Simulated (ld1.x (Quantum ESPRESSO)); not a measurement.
# Sc (Z = 21), TM: configuration errors across variants

* Element: Sc (Z = 21)
* Generator: ld1.x (Quantum ESPRESSO) 7.5
* Type: norm-conserving Troullier–Martins (Kleinman–Bylander form)
* Functional: PBEsol
* Relativity: scalar-relativistic
* Frozen core: [Ne] 3s2
* Valence charge: 9
* Reference configuration: 3p6 3d1 4s2 4p0
* Partial waves: 4s (bound): rc 2.40 bohr; 3p (bound): rc 1.80 bohr; 3d (bound): rc 2.80 bohr; 4f channel at 0.4 Ry: rc 3.00 bohr
* Local potential: all-electron potential smoothed inside 2.80 bohr (lloc = -2)
* Core correction: Bessel-smoothed model core inside 1.20 bohr

All-electron excitation energies from the reference (eV): (1) 3p6 3d1 4s1 4p0 6.903; (2) 3p6 3d1 4s0 4p0 19.554; (3) 3p6 3d0 4s0 4p0 44.372; (4) 3p6 3d2 4s0 4p0 7.537; (5) 3p6 3d0 4s2 4p1 3.489; (6) 3p6 3d1.5 4s1.5 4p0 0.677; (7) 3p6 3d1 4s0 4p2 5.684.

Tests that are not counted but printed errors over 1 eV. “local potential all-electron potential smoothed inside 1.52 bohr (lloc = -2)”: 3p6 3d0 4s2 4p1 (solver errors, printed error -23.1 eV). “local potential all-electron potential smoothed inside 1.74 bohr (lloc = -2)”: 3p6 3d0 4s2 4p1 (solver errors, printed error -23.2 eV).

A true bound ghost makes a file unfit for plane-wave use even where its test errors are small: the radial tests pick states by their node count and pass the ghost by. Where a test does run into it, the solver fails or the error is huge.

Errors AE − PS in meV (a dash: test not solved or not reliable):

```tsv
change	(1)	(2)	(3)	(4)	(5)	(6)	(7)	bound ghosts
base	+0.8	-20	+288	+23	-228	+6.9	-629	none
local potential all-electron potential smoothed inside 1.24 bohr (lloc = -2)	-1.1	-16	+335	+47	+196	+9.8	+4.4	s
local potential all-electron potential smoothed inside 1.52 bohr (lloc = -2)	-6.3	-16	+333	+46	–	+2.4	-29	s
local potential all-electron potential smoothed inside 1.74 bohr (lloc = -2)	+29	-16	+330	+44	–	+22	-69	none
local potential all-electron potential smoothed inside 2.30 bohr (lloc = -2)	+2.9	-17	+315	+37	+72	+11	-262	none
local potential all-electron potential smoothed inside 2.56 bohr (lloc = -2)	+1.6	-18	+301	+30	-87	+8.9	-448	none
local potential all-electron potential smoothed inside 2.86 bohr (lloc = -2)	+0.7	-20	+286	+22	-252	+6.6	-662	none
local potential all-electron potential smoothed inside 3.16 bohr (lloc = -2)	-0.1	-22	+277	+18	-358	+5.1	-805	none
local potential all-electron potential smoothed inside 3.44 bohr (lloc = -2)	-1.2	-24	+270	+14	-465	+3.6	-951	none
```

Question: Give the same row for: local potential all-electron potential smoothed inside 2.08 bohr (lloc = -2).

Answer: +4.2, -16, +322, +40, +168, +13, -174; bound ghosts: none.
